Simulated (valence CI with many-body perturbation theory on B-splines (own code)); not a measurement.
# E1 transitions of Zr³³⁺

Method: valence CI with perturbative core correlation (CI+MBPT): five valence electrons over a frozen Dirac-Fock core [He], radial functions for each j: 9 s, 9 p, 8 d, 6 f, 3 g, 1 h, with the one-electron correlation potential Σ1, the two-electron term Σ2, the three-electron term Σ3, Breit, model QED; selected CI, second order for the rest (own B-spline code, finite nucleus).

No measured spectrum was set against this ion. As an estimate, large intervals hold to a few tenths of a per cent, small ones and those within an open d or f shell to about a per cent. Among the levels kept, up to 1500 cm⁻¹ of a level comes from second order outside the variational space, and about a tenth of that is noise between levels of different J, which matters for small intervals.

Lines 101 to 150 of 204 in falling wavelength, among levels below 198.53 Ry, chosen from the strongest by gf and those to the six lowest levels. Wavelengths and rates use the calculated energies. Electric multipoles are in the length gauge, E1 and E2 with the static RPA response of the core. Weak lines are less certain than strong ones. Lines between different terms over intervals too small for the method are left out, as are lines whose strength nearly cancels. The highest levels of a list are the least certain.

Levels are named by their leading jj configuration (3d3/2^4 stands for four electrons in 3d with j = 3/2), which in mixed levels can hold well under half, so a name can repeat and another be missing. Letters in brackets count levels of one name in rising energy.

| λ vac (nm) | Upper | Lower | A (s⁻¹) | S (a.u.) with core polarisation | S without |
| --- | --- | --- | --- | --- | --- |
| 0.5243 | (2s^2 2p1/2 2p3/2 3s) J=3/2 [b] | (2s^2 2p1/2 2p3/2^2) J=1/2 | 4.92e+12 | 1.40e-03 | 1.40e-03 |
| 0.5236 | (2s 2p1/2^2 2p3/2 3s) J=3/2 [b] | (2s 2p1/2^2 2p3/2^2) J=3/2 | 6.66e+12 | 1.89e-03 | 1.88e-03 |
| 0.5235 | (2s^2 2p1/2 2p3/2 3s) J=3/2 [a] | (2s^2 2p1/2 2p3/2^2) J=5/2 | 1.17e+12 | 3.32e-04 | 3.31e-04 |
| 0.5227 | (2s^2 2p3/2^2 3s) J=5/2 | (2s^2 2p3/2^3) J=3/2 | 2.09e+12 | 8.83e-04 | 8.80e-04 |
| 0.5222 | (2s 2p1/2^2 2p3/2 3s) J=3/2 [a] | (2s 2p1/2^2 2p3/2^2) J=5/2 | 1.09e+13 | 3.06e-03 | 3.05e-03 |
| 0.5217 | (2s^2 2p3/2^2 3s) J=3/2 | (2s^2 2p3/2^3) J=3/2 | 1.49e+13 | 4.18e-03 | 4.16e-03 |
| 0.5209 | (2s^2 2p1/2 2p3/2 3s) J=5/2 | (2s^2 2p1/2 2p3/2^2) J=5/2 | 5.36e+12 | 2.24e-03 | 2.24e-03 |
| 0.5206 | (2s^2 2p1/2^2 3s) J=1/2 | (2s^2 2p1/2^2 2p3/2) J=3/2 | 1.24e+13 | 1.73e-03 | 1.72e-03 |
| 0.5203 | (2s^2 2p1/2 2p3/2 3s) J=3/2 [a] | (2s^2 2p1/2 2p3/2^2) J=3/2 | 4.51e+12 | 1.25e-03 | 1.25e-03 |
| 0.5200 | (2s^2 2p1/2 2p3/2 3s) J=3/2 [b] | (2s^2 2p1/2 2p3/2^2) J=5/2 | 1.01e+13 | 2.80e-03 | 2.79e-03 |
| 0.5191 | (2s^2 2p1/2 2p3/2 3s) J=1/2 | (2s^2 2p1/2 2p3/2^2) J=3/2 | 1.28e+13 | 1.76e-03 | 1.76e-03 |
| 0.5180 | (2s^2 2p1/2 2p3/2 3d3/2) J=3/2 [a] | (2s^2 2p3/2^3) J=3/2 | 7.17e+11 | 1.97e-04 | 1.97e-04 |
| 0.5177 | (2s^2 2p1/2 2p3/2 3s) J=5/2 | (2s^2 2p1/2 2p3/2^2) J=3/2 | 3.26e+11 | 1.34e-04 | 1.34e-04 |
| 0.5168 | (2s^2 2p1/2 2p3/2 3s) J=3/2 [b] | (2s^2 2p1/2 2p3/2^2) J=3/2 | 2.31e+12 | 6.30e-04 | 6.28e-04 |
| 0.5164 | (2s^2 2p3/2^2 3s) J=1/2 | (2s^2 2p3/2^3) J=3/2 | 6.84e+12 | 9.30e-04 | 9.27e-04 |
| 0.5152 | (2s^2 2p1/2 2p3/2 3d5/2) J=5/2 [a] | (2s^2 2p3/2^3) J=3/2 | 2.96e+11 | 1.20e-04 | 1.20e-04 |
| 0.5150 | (2s^2 2p1/2 2p3/2 3d5/2) J=3/2 [a] | (2s^2 2p3/2^3) J=3/2 | 2.42e+11 | 6.53e-05 | 6.53e-05 |
| 0.5144 | (2s 2p1/2^2 2p3/2 3s) J=3/2 [b] | (2s 2p1/2^2 2p3/2^2) J=5/2 | 1.70e+12 | 4.57e-04 | 4.56e-04 |
| 0.5115 | (2s^2 2p1/2^2 3d5/2) J=5/2 | (2s^2 2p1/2 2p3/2^2) J=5/2 | 3.12e+11 | 1.24e-04 | 1.24e-04 |
| 0.5112 | (2s^2 2p1/2^2 3d3/2) J=3/2 | (2s^2 2p1/2 2p3/2^2) J=3/2 | 7.43e+11 | 1.96e-04 | 1.96e-04 |
| 0.5109 | (2s^2 2p1/2 2p3/2 3d5/2) J=3/2 [b] | (2s^2 2p3/2^3) J=3/2 | 4.93e+11 | 1.30e-04 | 1.30e-04 |
| 0.5105 | (2s^2 2p1/2 2p3/2 3d5/2) J=1/2 | (2s^2 2p3/2^3) J=3/2 | 1.64e+12 | 2.16e-04 | 2.16e-04 |
| 0.5084 | (2s^2 2p1/2^2 3d5/2) J=5/2 | (2s^2 2p1/2 2p3/2^2) J=3/2 | 3.80e+11 | 1.48e-04 | 1.48e-04 |
| 0.5077 | (2s 2p1/2 2p3/2^2 3s) J=5/2 [a] | (2s 2p1/2^2 2p3/2^2) J=5/2 | 7.11e+12 | 2.76e-03 | 2.75e-03 |
| 0.5051 | (2s 2p1/2 2p3/2^2 3s) J=3/2 | (2s 2p1/2^2 2p3/2^2) J=5/2 | 1.86e+12 | 4.72e-04 | 4.71e-04 |
| 0.5037 | (2s^2 2p1/2 2p3/2 3s) J=3/2 [a] | (2s^2 2p1/2^2 2p3/2) J=3/2 | 3.92e+12 | 9.90e-04 | 9.87e-04 |
| 0.5033 | (2s 2p1/2 2p3/2^2 3s) J=7/2 | (2s 2p1/2^2 2p3/2^2) J=5/2 | 1.33e+13 | 6.68e-03 | 6.66e-03 |
| 0.5027 | (2s^2 2p1/2 2p3/2 3s) J=1/2 | (2s^2 2p1/2^2 2p3/2) J=3/2 | 2.54e+12 | 3.18e-04 | 3.17e-04 |
| 0.5021 | (2s^2 2p3/2^2 3s) J=5/2 | (2s^2 2p1/2 2p3/2^2) J=5/2 | 6.30e+12 | 2.36e-03 | 2.35e-03 |
| 0.5016 | (2s^2 2p1/2 2p3/2 3d3/2) J=3/2 [a] | (2s^2 2p1/2 2p3/2^2) J=1/2 | 3.35e+12 | 8.34e-04 | 8.35e-04 |
| 0.5013 | (2s^2 2p1/2 2p3/2 3s) J=5/2 | (2s^2 2p1/2^2 2p3/2) J=3/2 | 7.67e+12 | 2.86e-03 | 2.85e-03 |
| 0.5012 | (2s^2 2p1/2 2p3/2 3d3/2) J=1/2 [a] | (2s^2 2p1/2 2p3/2^2) J=1/2 | 5.41e+12 | 6.72e-04 | 6.72e-04 |
| 0.5011 | (2s^2 2p3/2^2 3s) J=3/2 | (2s^2 2p1/2 2p3/2^2) J=5/2 | 4.16e+12 | 1.03e-03 | 1.03e-03 |
| 0.5009 | (2s 2p1/2 2p3/2^2 3s) J=5/2 [b] | (2s 2p1/2^2 2p3/2^2) J=5/2 | 1.17e+12 | 4.36e-04 | 4.35e-04 |
| 0.5005 | (2s^2 2p1/2 2p3/2 3s) J=3/2 [b] | (2s^2 2p1/2^2 2p3/2) J=3/2 | 1.70e+12 | 4.19e-04 | 4.18e-04 |
| 0.5001 | (2s^2 2p3/2^2 3s) J=1/2 | (2s^2 2p1/2 2p3/2^2) J=1/2 | 1.15e+13 | 1.42e-03 | 1.41e-03 |
| 0.4990 | (2s^2 2p3/2^2 3s) J=5/2 | (2s^2 2p1/2 2p3/2^2) J=3/2 | 7.44e+12 | 2.74e-03 | 2.73e-03 |
| 0.4988 | (2s^2 2p1/2 2p3/2 3d5/2) J=3/2 [a] | (2s^2 2p1/2 2p3/2^2) J=1/2 | 3.44e+12 | 8.42e-04 | 8.43e-04 |
| 0.4981 | (2s^2 2p3/2^2 3s) J=3/2 | (2s^2 2p1/2 2p3/2^2) J=3/2 | 1.55e+12 | 3.78e-04 | 3.77e-04 |
| 0.4977 | (2s^2 2p1/2 2p3/2 3d3/2) J=3/2 [a] | (2s^2 2p1/2 2p3/2^2) J=5/2 | 4.16e+12 | 1.01e-03 | 1.01e-03 |
| 0.4974 | (2s^2 2p1/2 2p3/2 3d3/2) J=5/2 [a] | (2s^2 2p1/2 2p3/2^2) J=5/2 | 1.92e+12 | 7.01e-04 | 7.02e-04 |
| 0.4970 | (2s^2 2p1/2 2p3/2 3d3/2) J=3/2 [b] | (2s^2 2p1/2 2p3/2^2) J=1/2 | 4.92e+12 | 1.19e-03 | 1.19e-03 |
| 0.4966 | (2s^2 2p1/2 2p3/2 3d5/2) J=7/2 [a] | (2s^2 2p1/2 2p3/2^2) J=5/2 | 3.53e+12 | 1.71e-03 | 1.71e-03 |
| 0.4965 | (2s^2 2p1/2 2p3/2 3d3/2) J=1/2 [b] | (2s^2 2p1/2 2p3/2^2) J=1/2 | 3.98e+11 | 4.81e-05 | 4.81e-05 |
| 0.4958 | (2s^2 2p3/2^2 3d3/2) J=3/2 | (2s^2 2p3/2^3) J=3/2 | 2.90e+11 | 6.99e-05 | 6.99e-05 |
| 0.4958 | (2s^2 2p3/2^2 3d3/2) J=5/2 | (2s^2 2p3/2^3) J=3/2 | 1.23e+12 | 4.45e-04 | 4.46e-04 |
| 0.4957 | (2s^2 2p3/2^2 3d3/2) J=1/2 | (2s^2 2p3/2^3) J=3/2 | 7.22e+11 | 8.68e-05 | 8.69e-05 |
| 0.4955 | (2s^2 2p1/2 2p3/2 3d3/2) J=7/2 | (2s^2 2p1/2 2p3/2^2) J=5/2 | 1.03e+11 | 4.96e-05 | 4.97e-05 |
| 0.4952 | (2s^2 2p1/2^2 3d3/2) J=3/2 | (2s^2 2p1/2^2 2p3/2) J=3/2 | 1.69e+13 | 4.05e-03 | 4.06e-03 |
| 0.4951 | (2s^2 2p1/2 2p3/2 3d5/2) J=5/2 [a] | (2s^2 2p1/2 2p3/2^2) J=5/2 | 3.34e+12 | 1.20e-03 | 1.20e-03 |
